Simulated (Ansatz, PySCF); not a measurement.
Gas-phase reaction in SMILES: N[Si](N)(N)O + H+ → N[Si](N)([NH3+])O
Geometries: B3LYP-D3(BJ)/def2-TZVP minima from Ansatz (a program for electronic structure), one conformer each, not searched for the lowest.
Geometry of the first species:
SMILES: N[Si](N)(N)O
```xyz
12

N     -0.8475     1.3838    -0.5632
Si    -0.0011     0.0044    -0.0139
N     -1.1967    -1.1833     0.2732
N      0.9196    -0.0129     1.4433
O      1.1050    -0.1937    -1.2296
H     -1.6142     1.7785    -0.0458
H     -0.3994     2.0570    -1.1619
H     -0.9787    -2.0404     0.7541
H     -1.9672    -1.2921    -0.3655
H      1.7672     0.5298     1.5030
H      0.4419    -0.0250     2.3311
H      1.7983    -0.8347    -1.0569
```
Charge 0, spin multiplicity 1.

Quantity: proton affinity (0 K, with B3LYP-D3(BJ) harmonic zero-point energies from PySCF), positive where the reaction releases energy, in kcal/mol. Cores are frozen in the correlated levels unless marked. Spin-orbit coupling is left out. Non-relativistic. CBS(X,Y): correlation extrapolated as X^-3; Hartree-Fock from the larger set.

CCSD(T)/CBS(cc-pV(T+d)Z,cc-pV(Q+d)Z) (Ansatz) gives 221.6 kcal/mol.

Task: Another calculation gave 222.9 kcal/mol. Which level was it?
(A) PBE0/def2-TZVPD (Ansatz)
(B) wB97M-V/def2-TZVPD (Ansatz)
(C) SVWN5/def2-TZVPD (Ansatz)

Result: A, PBE0/def2-TZVPD (Ansatz). The others give 215.4 (SVWN5), 219.1 (wB97M-V) kcal/mol.
